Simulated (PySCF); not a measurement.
## Electron affinity of Nb by level of theory

Nb⁻ [Kr] 4d4 5s2 (5D) → Nb [Kr] 4d4 5s1 (6D), as a difference of total energies. Calculation: PySCF 2.14, in x2c-TZVPPall with one added diffuse shell each of s, p, d, f type (9s7p7d3f1g, 95 functions); the spin-free X2C one-electron Hamiltonian (Gaussian nucleus). Correlated levels: valence and next inner shell: [Ar] 3d10 frozen. The calculations carry no spin-orbit coupling.

Problem. Order these methods by the electron affinity they give, lowest first.
A. CCSD (valence and next inner shell)
B. CCSD(T) (valence and next inner shell)
C. UHF
D. MP2 (valence and next inner shell)

Solution. C (-0.291 eV), D (0.343 eV), A (0.644 eV), B (0.816 eV).

A first-order spin-orbit estimate (lowest level to lowest level, LS coupling) adds 0.006 eV.

Errors of the correlated levels include the incompleteness of this basis and the frozen core.

A negative affinity means that the anion lies above the atom at that level of theory.

The coupled-cluster amplitudes are large for Nb⁻ (T1 above 0.03 or a double amplitude above 0.15), so a single reference is strained.

For comparison: 0.917 eV (measured; photodetachment measurements, as compiled on the Wikipedia data page of electron affinities).
